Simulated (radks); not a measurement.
Task: The table gives one normalised radial function P(r) = r R(r) of Sn+ in [Kr] 4d10 5s2 5p1 (r in bohr). All-electron calculation, scalar-relativistic Kohn-Sham, PBE, spin-polarised, spherical densities, finite nucleus; open shells are filled with parallel spins first (spin-orbit coupling, left out, can overturn this in heavy ions); Fermi nuclear charge, rms radius 4.6519 fm. Program: a radial shooting solver on a logarithmic mesh with Libxc functionals.

r,P
0.001798,0.0028
0.002398,0.0046
0.003224,0.0078
0.0043,0.0129
0.005735,0.0213
0.00771,0.0354
0.01028,0.0573
0.01372,0.0910
0.01844,0.1423
0.02459,0.2113
0.03307,0.2993
0.0441,0.3869
0.05882,0.4424
0.07909,0.4077
0.1055,0.2252
0.1407,-0.1120
0.1891,-0.5014
0.2523,-0.6738
0.3392,-0.3948
0.4524,0.2840
0.6034,0.9725
0.8112,1.2202
1.082,0.9433
1.455,0.4786
1.94,0.1635
2.588,0.0347
3.479,0.0038
4.64,0.0002
6.189,0.0000
8.321,0.0000

Which n and l does it have? It may be an empty orbital.

Result: n = 4, l = 1: the number of nodes gives n - l - 1 = 2, the rise at small r (about r^(l+1), flatter next to the nucleus through relativity) gives l, and the extent must fit the shell. The curve is that of 4p up; the table hardly tells the two spins apart. 4p up: eigenvalue -97.679 eV, 2 radial nodes at r = 0.129, 0.406 bohr, <r> = 0.886 bohr, 90 % of the charge inside 1.30 bohr.
